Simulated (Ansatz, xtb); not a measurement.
## Relative energy of two isomers of C5H9N3

We compare a, `CCc1n[nH]c(C)n1`, a singlet, with b, `Cc1nc(C)n(C)n1`, a singlet. Both are isolated molecules in the gas phase, relaxed with PBE-D3(BJ)/def2-SVP; the shapes shown needn't be the lowest conformers.

a (Å):

```csv
atom,x (Å),y (Å),z (Å)
C,-0.6552,-1.8815,-0.7163
C,0.5664,-1.2588,-0.0294
C,0.4512,0.2273,0.1215
C,-0.3289,2.1318,0.6676
C,-1.1547,3.2616,1.1865
N,1.3628,1.0783,-0.3637
N,0.8505,2.2798,-0.0047
N,-0.6038,0.8331,0.7597
H,-0.7641,-1.5075,-1.7546
H,-0.5740,-2.9861,-0.7560
H,-1.5802,-1.6185,-0.1659
H,1.4981,-1.4726,-0.5895
H,0.6874,-1.7069,0.9811
H,1.3486,3.1376,-0.2476
H,-1.9588,2.8473,1.8203
H,-1.6269,3.8379,0.3633
H,-0.5542,3.9701,1.7928
```

b (Å):

```xyz
17

C    -2.4846   -1.2152   -2.0761
C    -1.5789   -0.6983   -1.0066
C    -0.8582   -0.1098    0.9027
C    -0.6891    0.1968    2.3526
C     1.4502    0.6234    0.1399
N    -1.9418   -0.6119    0.3128
N     0.1152    0.0938   -0.0371
N    -0.3343   -0.2783   -1.2630
H    -1.9728   -1.1864   -3.0553
H    -3.4112   -0.6085   -2.1346
H    -2.7938   -2.2582   -1.8605
H    -1.6249   -0.0615    2.8792
H     0.1414   -0.3848    2.8055
H    -0.4725    1.2719    2.5268
H     2.0385   -0.0009    0.8433
H     1.9413    0.6170   -0.8486
H     1.4220    1.6633    0.5258
```

Question: Estimate E(b) − E(a) at the level CCSD(T)/def2-SVP + ΔMP2/def2-TZVPP.

Answer: Too close to call at this level: CCSD(T)/def2-SVP + ΔMP2/def2-TZVPP gives E(b) − E(a) = +1.53 kcal/mol.

Level by level:

```csv
level,geometry,E(b) − E(a) (kcal/mol),departure from the last row (kcal/mol),"job, with rough time for the two"
GFN2-xTB,GFN2-xTB,−6.54,−8.08,"optimisation, 0.11 s"
HF/STO-3G,GFN2-xTB,−1.49,−3.03,"single point, 0.24 s"
r2SCAN-D4/def2-SVP,GFN2-xTB,+0.97,−0.57,"single point, 1.4 s"
PBE-D3(BJ)/def2-SVP,PBE-D3(BJ)/def2-SVP,+0.87,−0.67,"optimisation, 25 s"
HF/def2-SVP,PBE-D3(BJ)/def2-SVP,+1.06,−0.47,part of the CCSD(T) run
MP2/def2-SVP,PBE-D3(BJ)/def2-SVP,+1.17,−0.37,part of the CCSD(T) run
CCSD(T)/def2-SVP,PBE-D3(BJ)/def2-SVP,+1.19,−0.34,single point
CCSD(T)/def2-SVP + ΔMP2/def2-TZVPP,PBE-D3(BJ)/def2-SVP,+1.53,,"single point, 36 s"
```

As drawn, b has 1 C–N, 1 C–H in place of 1 C–C, 1 N–H.

GFN2-xTB, HF/STO-3G put the two in the other order. The largest departure from CCSD(T)/def2-SVP + ΔMP2/def2-TZVPP is that of GFN2-xTB, 8.08 kcal/mol. The last row adds to CCSD(T) the change of the MP2 difference between the two basis sets, here +0.34 kcal/mol.

With thermal terms from frequencies at re-optimised GFN2-xTB minima (ideal gas, soft modes damped towards free rotors, one conformer each, 298.15 K, 1 atm): the zero-point term adds −0.74 kcal/mol; ΔH is +1.04 and ΔG +0.57 kcal/mol.

The correlated steps freeze 8 core orbitals. Run with Ansatz 0.2.0, xtb 6.7.1; the last row on 4 threads of AMD EPYC 9R45 96-Core Processor (Zen 5) on a shared host.
